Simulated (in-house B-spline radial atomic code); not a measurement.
Hf⁴⁺. Computed with a B-spline radial atomic code. Model: all-electron spherical atom, spin shells full or empty, radial basis limit, no spin-orbit coupling, Breit or QED, empty-state partial waves extrapolated as (l+1/2)^-4, RPA, G0W0 and static COHSEX of the highest shell as one setting changes (uncorrelated shells keep exact exchange).

Without the two-electron picture change, core correlation of heavy ions comes too large.

Given: element Hf; charge 4; filled core Xe; hamiltonian one-electron scalar X2C; mean-field start Hartree-Fock; highest l of empty states 9; nuclear rms radius 5.347 fm; highest mean-field shell 4f.

Shell: 4f 7 7 (electrons up and down).

```json
{"natural log step of frequency grid": "0.25", "RPA correlation energy (hartree)": "-5.9051", "G0W0 level (eV)": "-69.032", "G0W0 minus most complete (meV)": "0", "RPA minus most complete (millihartree)": "0", "linearised minus solved G0W0 (meV)": "-3.5"}
{"natural log step of frequency grid": "0.4", "RPA correlation energy (hartree)": "-5.9051", "G0W0 level (eV)": "-69.032", "G0W0 minus most complete (meV)": "0", "RPA minus most complete (millihartree)": "0", "linearised minus solved G0W0 (meV)": "-3.5"}
{"natural log step of frequency grid": "0.6", "RPA correlation energy (hartree)": "-5.9051", "G0W0 level (eV)": "-69.032", "G0W0 minus most complete (meV)": "0", "RPA minus most complete (millihartree)": "0", "linearised minus solved G0W0 (meV)": "-3.5"}
{"natural log step of frequency grid": "0.9", "RPA correlation energy (hartree)": "-5.9051", "G0W0 level (eV)": "-69.032", "G0W0 minus most complete (meV)": "0", "RPA minus most complete (millihartree)": "0", "linearised minus solved G0W0 (meV)": "-3.5"}
{"natural log step of frequency grid": "1.3", "RPA correlation energy (hartree)": "?", "G0W0 level (eV)": "?", "G0W0 minus most complete (meV)": "?", "RPA minus most complete (millihartree)": "?", "linearised minus solved G0W0 (meV)": "?"}
{"natural log step of frequency grid": "1.8", "RPA correlation energy (hartree)": "-5.8933", "G0W0 level (eV)": "-69.018", "G0W0 minus most complete (meV)": "14.4", "RPA minus most complete (millihartree)": "11.8", "linearised minus solved G0W0 (meV)": "-3.6"}
{"natural log step of frequency grid": "2.5", "RPA correlation energy (hartree)": "?", "G0W0 level (eV)": "?", "G0W0 minus most complete (meV)": "?", "RPA minus most complete (millihartree)": "?", "linearised minus solved G0W0 (meV)": "?"}
{"natural log step of frequency grid": "3.5", "RPA correlation energy (hartree)": "-6.0145", "G0W0 level (eV)": "-69.028", "G0W0 minus most complete (meV)": "4.8", "RPA minus most complete (millihartree)": "-109.4", "linearised minus solved G0W0 (meV)": "-4.3"}
```

Task: What follows for natural log step of frequency grid = 2.5?

Result: RPA correlation energy -5.9118 hartree; G0W0 level -69.028 eV; G0W0 minus most complete 4.8 meV; RPA minus most complete -6.8 millihartree; linearised minus solved G0W0 -3.2 meV.

Task: What follows for natural log step of frequency grid = 1.3?

Result: RPA correlation energy -5.9065 hartree; G0W0 level -69.032 eV; G0W0 minus most complete 0.3 meV; RPA minus most complete -1.5 millihartree; linearised minus solved G0W0 -3.5 meV.
